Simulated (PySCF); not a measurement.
# Finite-field polarisability of Mn (manganese, neutral)

[Ar] 3d5 4s2, high-spin 6S determinant. Calculation: PySCF 2.14, in ANO-RCC-VTZP (6s5p3d2f1g, 59 functions); scalar relativity by spin-free X2C-1e. Frozen: [Ar]. Energy changes in a uniform field (μhartree):

```json
{"axis": "x", "F (au)": "0.0016", "HF": "-94.774", "MP2": "-59.671", "CCSD": "-77.511", "CCSD(T)": "-76.579"}
{"axis": "x", "F (au)": "0.0032", "HF": "-378.753", "MP2": "-240.768", "CCSD": "-310.051", "CCSD(T)": "-306.311"}
```

Q: Derive α along x at CCSD(T) from the two fields.

A: With ΔE = −αF²/2 − γF⁴/24, α = −(16 ΔE(F) − ΔE(2F))/(6F²) = 59.83 bohr³.

Q: And the mean polarisability at each level?

A: HF 74.06, MP2 46.48, CCSD 60.55, CCSD(T) 59.83 bohr³. Reference: 68 ± 9 bohr³ (recommended; Schwerdtfeger and Nagle, table of static dipole polarizabilities (2023 update)).

The basis has no added diffuse functions, which lowers α.
